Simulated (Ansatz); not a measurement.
Stepwise reaction of `O[SiH](O)[SiH2]Cl` with hydrogen fluoride, as a gas-phase model of exchange steps in deposition or etching. ΔE in kJ/mol.

Gas-phase electronic energies from Ansatz, PBE0-D4/def2-TZVP geometries. CCSD(T)/CBS is the MP2 limit (def2-TZVPP, def2-QZVPP) plus CCSD(T) − MP2 in def2-TZVPP, frozen cores. This one scheme is used for every species. DFT in def2-TZVPP. B3LYP here is the variant with VWN-RPA as its local correlation; programs differ in this. One conformer a species, not always the lowest.

| step | reaction | PBE-D4 | B3LYP-D4 | ωB97M-V | CCSD(T)/CBS |
| --- | --- | --- | --- | --- | --- |
| 2 | `O[SiH](F)[SiH2]Cl` + H–F → `F[SiH](F)[SiH2]Cl` + H₂O | -31.4 | -35.1 | -34.1 | -34.3 |

Task: Give the row of step 1, `O[SiH](O)[SiH2]Cl` + H–F → `O[SiH](F)[SiH2]Cl` + H₂O. (An estimate is asked.)

Result: Ansatz gave: 
| step | reaction | PBE-D4 | B3LYP-D4 | ωB97M-V | CCSD(T)/CBS |
| --- | --- | --- | --- | --- | --- |
| 1 | `O[SiH](O)[SiH2]Cl` + H–F → `O[SiH](F)[SiH2]Cl` + H₂O | -39.7 | -41.6 | -41.3 | -40.5 |

Task: By hand: ΔE of the 2 steps together at CCSD(T)/CBS.

Result: (-40.5) + (-34.3) = -74.8 kJ/mol, or -37.4 kJ/mol a step.

In ΔE each step is higher than the one before. All are downhill at CCSD(T)/CBS. PBE-D4 differs from CCSD(T)/CBS by 0.8 to 2.9 kJ/mol a step. Only this route is followed, and other bonds may react first. Isolated molecules leave out the surface, adducts and barriers. Largest T1 diagnostic: 0.012.
